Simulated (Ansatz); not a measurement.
The inner images of a band of FH + H4O2Sn (9 atoms, charge 0, multiplicity 1) are given out of order.

These are results of Ansatz, RKS PBE0-D4/def2-SVP, not measurements.

First end point:

```xyz
9
Properties=species:S:1:pos:R:3
Sn -0.388 -0.016 0.294
H -0.759 -0.209 1.940
O 1.635 -0.211 0.184
H 1.955 -0.462 -0.690
H -0.949 1.266 -0.664
O -0.995 -1.598 -0.741
H -0.860 -2.430 -0.274
F 1.249 1.902 1.250
H 1.741 1.179 0.834
```

Last end point:

```xyz
9
Properties=species:S:1:pos:R:3
Sn 0.246 0.435 -0.731
H -0.506 -0.564 3.125
O 1.921 0.033 -1.666
H 2.398 -0.706 -1.267
H -0.697 1.481 -1.672
O -0.591 -1.241 -0.134
H -0.661 -1.253 0.831
F 0.689 1.279 0.965
H -0.170 -0.041 2.682
```

Question: Put them in order from the first end to the last, with their energies above the first end.
A.
```xyz
9
Properties=species:S:1:pos:R:3
Sn 0.359 0.366 -0.569
H -0.993 -0.166 2.841
O 1.871 0.088 -1.784
H 2.338 -0.726 -1.555
H -0.761 1.472 -1.196
O -0.276 -1.432 -0.092
H -0.566 -1.481 0.827
F 1.048 1.092 1.100
H -0.390 0.209 2.560
```
B.
```xyz
9
Properties=species:S:1:pos:R:3
Sn -0.250 -0.005 0.048
H -0.462 -0.161 1.737
O 1.721 -0.066 -0.283
H 1.935 -0.812 -0.860
H -0.939 1.272 -0.832
O -0.903 -1.717 -0.727
H -1.081 -2.340 -0.012
F 1.000 1.974 1.496
H 1.609 1.279 1.566
```
C.
```xyz
9
Properties=species:S:1:pos:R:3
Sn -0.028 0.019 -0.053
H -0.258 -0.098 1.669
O 1.854 -0.137 -0.641
H 1.971 -0.999 -1.062
H -0.801 1.319 -0.830
O -0.787 -1.718 -0.657
H -1.093 -2.214 0.111
F 1.073 1.945 1.516
H 0.699 1.306 2.080
```
D.
```xyz
9
Properties=species:S:1:pos:R:3
Sn 0.179 0.229 -0.121
H -0.496 0.059 1.802
O 1.957 -0.010 -0.916
H 2.077 -0.948 -1.113
H -0.820 1.402 -0.831
O -0.414 -1.652 -0.339
H -1.049 -1.925 0.333
F 1.019 1.490 1.421
H 0.176 0.778 1.898
```
E.
```xyz
9
Properties=species:S:1:pos:R:3
Sn 0.356 0.353 -0.322
H -0.790 -0.040 2.262
O 1.951 0.054 -1.408
H 2.178 -0.884 -1.347
H -0.872 1.375 -0.897
O -0.161 -1.533 -0.074
H -0.924 -1.727 0.481
F 1.129 1.334 1.182
H -0.238 0.491 2.256
```

Answer: B (+41.9 kJ/mol), C (+64.5 kJ/mol), D (+149.7 kJ/mol), E (+50.2 kJ/mol), A (+27.0 kJ/mol).

Run time: 4 min on 2 threads of AMD EPYC 7B13 (Zen 3), with other jobs on the host, peak memory 0.23 GiB.
